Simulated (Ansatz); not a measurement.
H2OSZn (`[OH][Zn][SH]`), 5 atoms. The species carries charge 0 and has multiplicity 1. For Zn the d shell is correlated and the shells below it are frozen. Scalar relativity is left out up to krypton. Hardware: A = 2 threads of an AMD EPYC 7R13 on a shared host; B = 2 threads of an AMD EPYC 7R13 on a shared host and a share of an NVIDIA H100 80 GB. Correlated methods freeze the cores. Open-shell runs search over several starts.

**Question.** Give the basis size and wall time and peak host memory of each of these runs in Ansatz. UKS r2SCAN-D4/def2-TZVPP energy of the cation [A]; UKS B2PLYP (frozen core with 3s3p of Cu, Zn)/def2-TZVPP energy of the cation [A]; RKS ωB97M-V/def2-QZVPP energy [B]; RKS PBE0-D4/def2-TZVP frequencies [A]; RKS CAM-B3LYP-D4/def2-TZVPP energy [A]; UKS ωB97X-V/def2-TZVPP energy of the cation [A]; UKS B3LYP-D4/def2-TZVPP energy of the cation [A]; RKS PBE0-D4/def2-SVP energy [A]; RHF-CCSD(T) with 3s3p of Cu, Zn/def2-TZVPP energy [B]; UHF-CCSD(T) with 3s3p of Cu, Zn/def2-TZVPP energy of the cation [B]; RHF-CCSD(T) with 3s3p of Cu, Zn/def2-SVP energy [A]; RHF-CCSD(T) with 3s3p of Cu, Zn/def2-QZVPP energy [B]. (Best estimate.)

**Answer.** Ansatz gave: Other jobs shared the machine, so times are rough.

```
                                                  level                       job  functions  wall time  peak host memory (GiB)
                                   RKS PBE0-D4/def2-SVP                energy [A]         73      1.1 s                    0.14
               RHF-CCSD(T) with 3s3p of Cu, Zn/def2-SVP                energy [A]         73      2.1 s                    0.18
                            RKS CAM-B3LYP-D4/def2-TZVPP                energy [A]        165      2.6 s                    0.42
             RHF-CCSD(T) with 3s3p of Cu, Zn/def2-TZVPP                energy [B]        165      2.8 s                    0.77
                                 RKS ωB97M-V/def2-QZVPP                energy [B]        287      2.8 s                    0.88
             RHF-CCSD(T) with 3s3p of Cu, Zn/def2-QZVPP                energy [B]        287      3.9 s                    0.82
             UHF-CCSD(T) with 3s3p of Cu, Zn/def2-TZVPP  energy of the cation [B]        165        6 s                    0.79
UKS B2PLYP (frozen core with 3s3p of Cu, Zn)/def2-TZVPP  energy of the cation [A]        165       11 s                    0.48
                                 UKS ωB97X-V/def2-TZVPP  energy of the cation [A]        165       12 s                    0.65
                                UKS B3LYP-D4/def2-TZVPP  energy of the cation [A]        165       17 s                    0.53
                               UKS r2SCAN-D4/def2-TZVPP  energy of the cation [A]        165       19 s                    0.41
                                  RKS PBE0-D4/def2-TZVP           frequencies [A]        128       43 s                    0.28
```

B3LYP here is the variant with VWN-RPA as its local correlation; programs differ in this.
